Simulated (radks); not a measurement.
Question: Species: Se. Configuration: [Ar] 3d10 4s1.5 4p4.5 (fractional occupations, a model configuration). Method: Dirac Kohn-Sham, PBE, spin-unpolarised, spherical densities, point nucleus; open shells fill j = l - 1/2 first; computed with a radial shooting solver on a logarithmic mesh with Libxc functionals. Some entries of the table are withheld. Estimate them.

orbital,occ.,eigenvalue (Ry),r(max) (bohr)
1s1/2,2,-918.8614,0.02879
2s1/2,2,-118.1273,(1)
2p1/2,2,-105.9744,0.1296
2p3/2,4,-102.9050,0.1327
3s1/2,2,-15.74228,(2)
3p1/2,2,(3),0.4947
3p3/2,4,(4),0.5033
3d3/2,4,(5),0.4513
3d5/2,6,(6),0.4540
4s1/2,1.5,-1.29809,1.508
4p1/2,2,(7),(8)
4p3/2,2.5,(9),(10)

Answer: 
(1) 2s1/2 r(max) (bohr): 0.1645
(2) 3s1/2 r(max) (bohr): 0.5024
(3) 3p1/2 eigenvalue (Ry): -11.58664
(4) 3p3/2 eigenvalue (Ry): -11.15496
(5) 3d3/2 eigenvalue (Ry): -3.99640
(6) 3d5/2 eigenvalue (Ry): -3.93061
(7) 4p1/2 eigenvalue (Ry): -0.51831
(8) 4p1/2 r(max) (bohr): 1.777
(9) 4p3/2 eigenvalue (Ry): -0.49009
(10) 4p3/2 r(max) (bohr): 1.812
